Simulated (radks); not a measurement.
The numbers below are computed, except where a source is named.
Q: Lu, 71 electrons, occupied as [Xe] 4f13 5d1 6s2 6p1 (not the ground configuration). Level of theory: scalar-relativistic Kohn-Sham, r2SCAN, spin-polarised, spherical densities, finite nucleus; open shells are filled with parallel spins first (spin-orbit coupling, left out, can overturn this in heavy ions); meta-GGA in the generalised Kohn-Sham scheme; Fermi nuclear charge, rms radius 5.37 fm (a radial shooting solver on a logarithmic mesh with Libxc functionals). Some entries of the table are withheld. Estimate them.

| orbital | occ. | eigenvalue (hartree) | <r^2> (bohr^2) | r(max) (bohr) |
|---|---|---|---|---|
| 1s up | 1 | -2327.109 | 0.0005123 | 0.01213 |
| 1s down | 1 | -2327.109 | 0.0005123 | 0.01213 |
| 2s up | 1 | -397.3975 | 0.007919 | 0.06928 |
| 2s down | 1 | -397.3954 | 0.007919 | 0.06928 |
| 2p up | 3 | -349.5625 | 0.006497 | 0.05660 |
| 2p down | 3 | -349.5607 | 0.006497 | 0.05660 |
| 3s up | 1 | -90.77765 | 0.05158 | 0.1955 |
| 3s down | 1 | -90.75312 | 0.05156 | 0.1955 |
| 3p up | 3 | -76.35267 | 0.05219 | 0.1930 |
| 3p down | 3 | -76.32788 | 0.05217 | 0.1930 |
| 3d up | 5 | -59.00503 | 0.04348 | 0.1576 |
| 3d down | 5 | -58.98522 | 0.04345 | 0.1576 |
| 4s up | 1 | -18.63828 | 0.2574 | 0.4461 |
| 4s down | 1 | -18.58892 | 0.2575 | 0.4461 |
| 4p up | 3 | -13.87668 | 0.2922 | 0.4668 |
| 4p down | 3 | -13.82830 | 0.2923 | 0.4668 |
| 4d up | 5 | -7.63418 | 0.3454 | 0.4805 |
| 4d down | 5 | -7.58595 | 0.3456 | 0.4805 |
| 5s up | 1 | -2.60332 | 1.497 | 1.035 |
| 5s down | 1 | -2.56797 | 1.497 | 1.035 |
| 5p up | 3 | -1.45998 | 2.070 | 1.174 |
| 5p down | 3 | -1.42393 | 2.063 | 1.174 |
| 4f up | 7 | -0.77486 | 0.6091 | 0.4664 |
| 4f down | 6 | -0.72720 | 0.6119 | 0.4667 |
| 6s up | 1 | -0.25792 | 12.79 | 2.866 |
| 6s down | 1 | -0.21778 | 12.90 | 2.890 |
| 5d up | 1 | -0.20049 | 6.263 | 1.632 |
| 5d down | 0 | -0.15861 | 6.263 | 1.621 |
| 6p up | 1 | (1) | 22.70 | (2) |
| 6p down | 0 | (3) | 21.45 | (4) |

A: 
(1) 6p up eigenvalue (hartree): -0.09742
(2) 6p up r(max) (bohr): 3.745
(3) 6p down eigenvalue (hartree): -0.05711
(4) 6p down r(max) (bohr): 3.719
